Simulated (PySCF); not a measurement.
SnOCl2, SMILES [Sn]([Cl])([Cl])=[O].

The structure is a stationary point at B3LYP-D3(BJ)/def2-SVP. The def2 effective core potentials stand for the cores of Sn; spin–orbit coupling is left out.

Two levels are set side by side: PBE/def2-TZVPD (PySCF) and r2SCAN/def2-TZVPD (PySCF). Same geometry, gas phase. Differences are taken from unrounded values.

| quantity | r2SCAN | PBE | PBE minus r2SCAN |
|---|---|---|---|
| orbital gap (eV) | 2.69 | 2.25 | -0.44 |
| highest occupied level (eV) | -7.40 | -7.08 | 0.32 |
| lowest empty level (eV) | -4.71 | -4.83 | -0.12 |
| dipole moment (D) | 2.06 | 2.00 | -0.06 |
| mean polarisability (bohr³) | 73.8 | 76.2 | 2.5 |

Rough cost on one machine, each run with all the roots and properties that it gave: r2SCAN against PBE about 3 times.
